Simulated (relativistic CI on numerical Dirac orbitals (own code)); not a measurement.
**What each ingredient does to the levels of Ir⁶⁷⁺**

Base calculation: Dirac-Coulomb-Breit CI, orbitals from a KLI potential per configuration, model QED, unscaled Slater integrals.

Configuration list (outside the closed core 1s2): 2s²2p⁶, 2s²2p⁵3s, 2s²2p⁵3p, 2s²2p⁵3d, 2s2p⁶3s, 2s2p⁶3p, 2s2p⁶3d, 2s²2p⁵4s, 2s²2p⁵4p, 2s²2p⁵4d, 2s²2p⁵4f, 2s²2p⁴3s², 2s²2p⁴3s3p, 2s2p⁶4s, 2s²2p⁴3s3d, 2s2p⁶4p. Levels of other configurations are missing.

The lowest level and the first level of each name with at least 55 % of one term (blank where a level has no safe partner in the second run):

| Level | Base (eV) | Shift (eV) |
| --- | --- | --- |
| 2s²2p⁶ ¹S0 | 0.0 | 0.0 |
| 2s²2p⁵3s ³P°2 | 9006.7 | +0.1 |
| 2s²2p⁵3s ¹P°1 | 9015.8 | +0.2 |
| 2s²2p⁵3p ³D3 | 9623.5 | -0.2 |
| 2s²2p⁵3p ¹P1 | 9624.1 | +0.1 |
| 2s²2p⁵3p ³P2 | 9637.4 | -0.3 |
| 2s²2p⁵3p ¹S0 | 9698.3 | +0.5 |
| 2s²2p⁵3d ³P°0 | 9790.8 | 0.0 |
| 2s²2p⁵3d ³P°1 | 9801.4 | -0.2 |
| 2s²2p⁵3d ³F°4 | 9902.5 | -0.5 |
| 2s²2p⁵3d ³D°3 | 9920.8 | -0.4 |
| 2s²2p⁵3d ¹P°1 | 9951.3 | +0.2 |
| 2s²2p⁵3s ³P°0 | 10674.6 | +0.5 |
| 2s²2p⁵3s ³P°1 | 10678.0 | +0.1 |

At this charge energies of transitions that change n are usually good to better than 1 %, and those within a shell (Δn = 0) to a few per cent.

(1) One thing was changed in a second run, which moved the levels as shown. Which?
A. QED terms removed
B. Breit term removed
C. configuration mixing switched off
D. only the first 3 configurations

## Answers

(1) C. Configuration mixing switched off. Without mixing, levels that were pushed by configurations of the same parity and J return to their single-configuration places.

LS names give the leading component of a level, which can be under half, so a name can repeat, a term be missing and a line seem to break the LS rules.
